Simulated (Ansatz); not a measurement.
**Nudged elastic band run: CH9AlN2Si**

The input (input.yaml):

```yaml
crystal:
  periodic: [false, false, false]
  atoms:
    - { symbol: "N", position_ang: [-1.214978, 1.185583, 1.786671] }
    - { symbol: C, position_ang: [-0.739219, 0.838818, 0.459844] }
    - { symbol: Si, position_ang: [0.048835, -0.856925, 0.681098] }
    - { symbol: "N", position_ang: [0.94367, -1.334627, -0.760273] }
    - { symbol: Al, position_ang: [1.105416, -0.464782, -2.326037] }
    - { symbol: H, position_ang: [-1.79298, 2.038542, 1.77267] }
    - { symbol: H, position_ang: [-0.416628, 1.385976, 2.407288] }
    - { symbol: H, position_ang: [-0.048502, 1.565476, -0.047856] }
    - { symbol: H, position_ang: [-1.607093, 0.713627, -0.228636] }
    - { symbol: H, position_ang: [0.97872, -0.763307, 1.880872] }
    - { symbol: H, position_ang: [-1.021979, -1.871978, 1.019354] }
    - { symbol: H, position_ang: [1.415757, -2.248518, -0.683481] }
    - { symbol: H, position_ang: [0.349633, 0.942005, -2.460755] }
    - { symbol: H, position_ang: [1.986548, -1.159192, -3.471859] }
basis:
  gaussian: { orbitals: cc-pVDZ }
hamiltonian:
  xc: lda
neb:
  order_check: false
  images: 9
  f_tol: 0.05
  max_iterations: 60
  spring: 0.1
  final_atoms:
    - { symbol: "N", position_ang: [-1.25844417, 1.45756984, 1.67760516] }
    - { symbol: C, position_ang: [-0.63139548, 1.0361833, 0.4272665] }
    - { symbol: Si, position_ang: [0.09598627, -0.6885725, 0.65751253] }
    - { symbol: "N", position_ang: [0.89690381, -1.35299361, -0.76346549] }
    - { symbol: Al, position_ang: [1.07469293, -0.56739197, -2.37247295] }
    - { symbol: H, position_ang: [-1.98030923, 0.77109693, 1.95237691] }
    - { symbol: H, position_ang: [-0.56200596, 1.43303267, 2.44062749] }
    - { symbol: H, position_ang: [0.14752, 1.77494438, 0.13070372] }
    - { symbol: H, position_ang: [-1.38177353, 1.06017565, -0.39535976] }
    - { symbol: H, position_ang: [1.05326784, -0.59896562, 1.83649183] }
    - { symbol: H, position_ang: [-1.04829646, -1.58157696, 1.11320464] }
    - { symbol: H, position_ang: [1.29993201, -2.29377454, -0.63604356] }
    - { symbol: H, position_ang: [0.4309601, 0.89297188, -2.51842256] }
    - { symbol: H, position_ang: [1.85016188, -1.37200145, -3.52112446] }
  initial_path:
    images:
      - { positions_ang: [[-1.214978, 1.185583, 1.786671], [-0.739219, 0.838818, 0.459844], [0.048835, -0.856925, 0.681098], [0.94367, -1.334627, -0.760273], [1.105416, -0.464782, -2.326037], [-1.79298, 2.038542, 1.77267], [-0.416628, 1.385976, 2.407288], [-0.048502, 1.565476, -0.047856], [-1.607093, 0.713627, -0.228636], [0.97872, -0.763307, 1.880872], [-1.021979, -1.871978, 1.019354], [1.415757, -2.248518, -0.683481], [0.349633, 0.942005, -2.460755], [1.986548, -1.159192, -3.471859]] }
      - { positions_ang: [[-1.17703867, 1.21891638, 1.79174129], [-0.7846781, 0.83510843, 0.46044864], [0.04410093, -0.83441339, 0.64747535], [0.79527917, -1.36620654, -0.82851437], [1.15164243, -0.46995308, -2.29952369], [-1.8508092, 1.96544673, 1.8220228], [-0.35401911, 1.37476166, 2.38601269], [-0.12849742, 1.56560715, -0.08587245], [-1.67955771, 0.68826517, -0.15820381], [1.06622126, -0.69915722, 1.71218166], [-0.93527846, -1.83394957, 1.11233431], [1.24853858, -2.28591993, -0.73832463], [0.47317606, 0.96855966, -2.47204286], [2.11812023, -1.15636745, -3.32083492]] }
      - { positions_ang: [[-1.13909933, 1.25224976, 1.79681157], [-0.83013719, 0.83139887, 0.46105328], [0.03936686, -0.81190178, 0.61385269], [0.64688834, -1.39778607, -0.89675574], [1.19786887, -0.47512417, -2.27301039], [-1.9086384, 1.89235145, 1.87137559], [-0.29141022, 1.36354732, 2.36473738], [-0.20849285, 1.56573831, -0.1238889], [-1.75202242, 0.66290334, -0.08777163], [1.15372252, -0.63500745, 1.54349132], [-0.84857792, -1.79592113, 1.20531463], [1.08132015, -2.32332185, -0.79316826], [0.59671913, 0.99511431, -2.48333071], [2.24969247, -1.15354291, -3.16981083]] }
      - { positions_ang: [[-1.10116, 1.28558314, 1.80188186], [-0.87559629, 0.8276893, 0.46165792], [0.03463278, -0.78939016, 0.58023004], [0.49849751, -1.42936561, -0.96499711], [1.2440953, -0.48029525, -2.24649708], [-1.9664676, 1.81925618, 1.92072839], [-0.22880133, 1.35233298, 2.34346207], [-0.28848827, 1.56586946, -0.16190536], [-1.82448712, 0.6375415, -0.01733944], [1.24122378, -0.57085767, 1.37480098], [-0.76187738, -1.7578927, 1.29829494], [0.91410173, -2.36072378, -0.8480119], [0.72026219, 1.02166897, -2.49461857], [2.3812647, -1.15071836, -3.01878675]] }
      - { positions_ang: [[-1.06322067, 1.31891652, 1.80695214], [-0.92105539, 0.82397974, 0.46226256], [0.02989871, -0.76687855, 0.54660739], [0.35010669, -1.46094515, -1.03323847], [1.29032174, -0.48546633, -2.21998378], [-2.0242968, 1.7461609, 1.97008118], [-0.16619245, 1.34111864, 2.32218676], [-0.36848369, 1.56600062, -0.19992181], [-1.89695183, 0.61217967, 0.05309274], [1.32872504, -0.50670789, 1.20611064], [-0.67517684, -1.71986427, 1.39127526], [0.7468833, -2.3981257, -0.90285553], [0.84380526, 1.04822362, -2.50590643], [2.51283694, -1.14789381, -2.86776266]] }
      - { positions_ang: [[-1.02528134, 1.35224991, 1.81202243], [-0.96651449, 0.82027017, 0.4628672], [0.02516464, -0.74436694, 0.51298473], [0.20171586, -1.49252469, -1.10147984], [1.33654817, -0.49063742, -2.19347047], [-2.082126, 1.67306563, 2.01943398], [-0.10358356, 1.32990429, 2.30091145], [-0.44847912, 1.56613177, -0.23793826], [-1.96941654, 0.58681784, 0.12352493], [1.4162263, -0.44255812, 1.03742031], [-0.58847629, -1.68183583, 1.48425557], [0.57966488, -2.43552763, -0.95769916], [0.96734832, 1.07477828, -2.51719428], [2.64440917, -1.14506926, -2.71673858]] }
      - { positions_ang: [[-1.0719139, 1.37331389, 1.78513897], [-0.89949068, 0.8634528, 0.45574706], [0.03932896, -0.73320805, 0.54189029], [0.34075345, -1.46461847, -1.03387697], [1.28417712, -0.50598833, -2.22927097], [-2.06176265, 1.49267189, 2.00602256], [-0.19526804, 1.35052997, 2.32885466], [-0.32927929, 1.60789429, -0.16420987], [-1.85188794, 0.6814894, 0.01974799], [1.34363461, -0.47383962, 1.19723461], [-0.68044033, -1.66178406, 1.41004539], [0.72371831, -2.40717701, -0.89336804], [0.86007068, 1.038417, -2.51743994], [2.48555971, -1.1904557, -2.87761576]] }
      - { positions_ang: [[-1.11854647, 1.39437788, 1.75825552], [-0.83246688, 0.90663542, 0.44862692], [0.05349329, -0.72204916, 0.57079585], [0.47979104, -1.43671226, -0.9662741], [1.23180607, -0.52133924, -2.26507146], [-2.0413993, 1.31227815, 1.99261115], [-0.28695252, 1.37115565, 2.35679787], [-0.21007947, 1.64965681, -0.09048147], [-1.73435934, 0.77616096, -0.08402895], [1.27104291, -0.50512112, 1.35704892], [-0.77240436, -1.64173228, 1.3358352], [0.86777173, -2.37882639, -0.82903692], [0.75279303, 1.00205572, -2.51768559], [2.32671026, -1.23584214, -3.03849293]] }
      - { positions_ang: [[-1.16517904, 1.41544187, 1.73137206], [-0.76544308, 0.94981805, 0.44150678], [0.06765762, -0.71089028, 0.59970141], [0.61882863, -1.40880604, -0.89867123], [1.17943502, -0.53669015, -2.30087196], [-2.02103594, 1.13188441, 1.97919974], [-0.378637, 1.39178132, 2.38474108], [-0.09087965, 1.69141934, -0.01675307], [-1.61683074, 0.87083252, -0.18780589], [1.19845122, -0.53640262, 1.51686322], [-0.86436839, -1.62168051, 1.26162501], [1.01182516, -2.35047578, -0.7647058], [0.64551539, 0.96569444, -2.51793125], [2.1678608, -1.28122858, -3.19937011]] }
      - { positions_ang: [[-1.2118116, 1.43650585, 1.70448861], [-0.69841928, 0.99300067, 0.43438664], [0.08182195, -0.69973139, 0.62860697], [0.75786622, -1.38089982, -0.83106836], [1.12706398, -0.55204106, -2.33667246], [-2.00067259, 0.95149067, 1.96578833], [-0.47032148, 1.412407, 2.41268428], [0.02832017, 1.73318186, 0.05697532], [-1.49930214, 0.96550408, -0.29158283], [1.12585953, -0.56768412, 1.67667753], [-0.95633243, -1.60162873, 1.18741483], [1.15587859, -2.32212516, -0.70037468], [0.53823774, 0.92933316, -2.5181769], [2.00901134, -1.32661502, -3.36024728]] }
      - { positions_ang: [[-1.25844417, 1.45756984, 1.67760516], [-0.63139548, 1.0361833, 0.4272665], [0.09598627, -0.6885725, 0.65751253], [0.89690381, -1.35299361, -0.76346549], [1.07469293, -0.56739197, -2.37247295], [-1.98030923, 0.77109693, 1.95237691], [-0.56200596, 1.43303267, 2.44062749], [0.14752, 1.77494438, 0.13070372], [-1.38177353, 1.06017565, -0.39535976], [1.05326784, -0.59896562, 1.83649183], [-1.04829646, -1.58157696, 1.11320464], [1.29993201, -2.29377454, -0.63604356], [0.4309601, 0.89297188, -2.51842256], [1.85016188, -1.37200145, -3.52112446]] }
```

Launched with:

```bash
$ ansatz run input.yaml --threads 2 --pin off --max-ram 3072MiB --backend cpu --events-out ev --progress --plain --runs-dir out
```

Output, in part (warnings, iteration lines, the closing report on the highest movable image, with atoms numbered from 0):

```
NEB end point (image 0): max|allowed force component| = 9.582e-3 eV/Å (the criterion of neb.relax_end_points is 1.000e-2)
NEB end point (image 10): max|allowed force component| = 2.539e-3 eV/Å (the criterion of neb.relax_end_points is 1.000e-2)
NEB iter   1: max|band force component| = 4.615e0 eV/Å  barrier→ = 1.1567 eV  barrier← = 1.1868 eV  Δτ_max = 0.1784 Å  (318 SCF iters)
NEB iter   2: max|band force component| = 1.407e0 eV/Å  barrier→ = 0.5271 eV  barrier← = 0.5572 eV  Δτ_max = 0.2000 Å  (266 SCF iters)
NEB iter   3: max|band force component| = 1.709e0 eV/Å  barrier→ = 0.3418 eV  barrier← = 0.3719 eV  Δτ_max = 0.1015 Å  (278 SCF iters)
NEB iter   4: max|band force component| = 5.176e-1 eV/Å  barrier→ = 0.2067 eV  barrier← = 0.2368 eV  Δτ_max = 0.1998 Å  (267 SCF iters)
NEB iter   5: max|band force component| = 4.909e-1 eV/Å  barrier→ = 0.1850 eV  barrier← = 0.2150 eV  CI = image 5  Δτ_max = 0.1999 Å  (264 SCF iters)
NEB iter   6: max|band force component| = 6.238e-1 eV/Å  barrier→ = 0.2227 eV  barrier← = 0.2528 eV  CI = image 5  Δτ_max = 0.0998 Å  (262 SCF iters)
NEB iter   7: max|band force component| = 3.626e-1 eV/Å  barrier→ = 0.2193 eV  barrier← = 0.2494 eV  CI = image 5  Δτ_max = 0.0965 Å  (267 SCF iters)
NEB iter   8: max|band force component| = 2.574e-1 eV/Å  barrier→ = 0.2046 eV  barrier← = 0.2347 eV  CI = image 5  Δτ_max = 0.1000 Å  (275 SCF iters)
NEB iter   9: max|band force component| = 1.471e-1 eV/Å  barrier→ = 0.1976 eV  barrier← = 0.2277 eV  CI = image 5  Δτ_max = 0.1940 Å  (274 SCF iters)
NEB iter  10: max|band force component| = 1.032e-1 eV/Å  barrier→ = 0.1891 eV  barrier← = 0.2191 eV  CI = image 5  Δτ_max = 0.0352 Å  (267 SCF iters)
NEB iter  11: max|band force component| = 5.442e-2 eV/Å  barrier→ = 0.1882 eV  barrier← = 0.2183 eV  CI = image 5  Δτ_max = 0.0551 Å  (255 SCF iters)
NEB iter  12: max|band force component| = 5.327e-2 eV/Å  barrier→ = 0.1874 eV  barrier← = 0.2175 eV  CI = image 5  Δτ_max = 0.0650 Å  (277 SCF iters)
NEB iter  13: max|band force component| = 1.528e-1 eV/Å  barrier→ = 0.1870 eV  barrier← = 0.2171 eV  CI = image 5  Δτ_max = 0.0328 Å  (277 SCF iters)
NEB iter  14: max|band force component| = 6.607e-2 eV/Å  barrier→ = 0.1866 eV  barrier← = 0.2167 eV  CI = image 5  Δτ_max = 0.0652 Å  (275 SCF iters)
NEB iter  15: max|band force component| = 5.016e-2 eV/Å  barrier→ = 0.1863 eV  barrier← = 0.2163 eV  CI = image 5  Δτ_max = 0.0394 Å  (270 SCF iters)
NEB iter  16: max|band force component| = 3.428e-2 eV/Å  barrier→ = 0.1858 eV  barrier← = 0.2159 eV  CI = image 5  Δτ_max = 0.0278 Å  (249 SCF iters)
NEB iter  17: max|band force component| = 3.428e-2 eV/Å  barrier→ = 0.1854 eV  barrier← = 0.2155 eV  CI = image 5  Δτ_max = 0.0000 Å  (301 SCF iters)
Total energy: -18542.19959483 eV, -681.4132667557 hartree
Atom 0 at    -1.110291     1.368534     1.714151 Å, force    -0.008186     0.006680     0.021550 eV/Å
Atom 1 at    -0.848751     0.869601     0.400892 Å, force     0.008923    -0.004909    -0.006882 eV/Å
Atom 2 at     0.101233    -0.735978     0.663287 Å, force    -0.003880    -0.004326     0.000652 eV/Å
Atom 3 at     0.829463    -1.378147    -0.810554 Å, force     0.003145     0.013148    -0.012755 eV/Å
Atom 4 at     1.291243    -0.497051    -2.310504 Å, force    -0.000729    -0.007140     0.011068 eV/Å
Atom 5 at    -2.047696     1.611866     2.021804 Å, force    -0.000905    -0.004650    -0.007859 eV/Å
Atom 6 at    -0.361405     1.408975     2.403729 Å, force     0.005795    -0.001254    -0.008704 eV/Å
Atom 7 at    -0.332147     1.583764    -0.296522 Å, force    -0.000615     0.001349     0.003749 eV/Å
Atom 8 at    -1.803440     0.597666    -0.104317 Å, force     0.001450     0.002808    -0.000917 eV/Å
Atom 9 at     1.147163    -0.423344     1.724545 Å, force     0.001540    -0.000602     0.000771 eV/Å
Atom 10 at    -0.828933    -1.773550     1.257039 Å, force    -0.003185     0.000812    -0.001540 eV/Å
Atom 11 at     1.001958    -2.394475    -0.790610 Å, force     0.001638    -0.000262     0.004724 eV/Å
Atom 12 at     1.035565     1.085274    -2.327817 Å, force    -0.004677    -0.000901    -0.003115 eV/Å
Atom 13 at     1.913238    -1.352438    -3.516224 Å, force    -0.000315    -0.000752    -0.000741 eV/Å
Dipole moment:    -0.167975    -0.017575     0.141912 e Å
```

The forces met the threshold. The band force fell under the threshold earlier too, but the program's further tests of the path sent the band on. Another band between the same ends (9 images) ends at a top of the same energy, where a vibrational analysis finds 1 clearly imaginary mode.

Final band (atoms are numbered from 1 in the order of the input):

| image | path coordinate (Å) | energy (eV) | height of N1 over the plane of its neighbours (Å) |
| --- | --- | --- | --- |
| 0 | 0.00 | 0.000 | -0.38 |
| 1 | 0.36 | 0.001 | -0.38 |
| 2 | 0.71 | 0.003 | -0.38 |
| 3 | 1.06 | 0.008 | -0.38 |
| 4 | 1.40 | 0.039 | -0.31 |
| 5 | 1.75 | 0.185 | 0.03 |
| 6 | 2.20 | 0.035 | 0.37 |
| 7 | 2.65 | -0.010 | 0.40 |
| 8 | 3.08 | -0.023 | 0.41 |
| 9 | 3.51 | -0.028 | 0.41 |
| 10 | 3.96 | -0.030 | 0.41 |

The run took 2.8 min on 2 threads of AMD EPYC 9R14 (Zen 4), with other jobs on the host, peak memory 0.2 GiB.
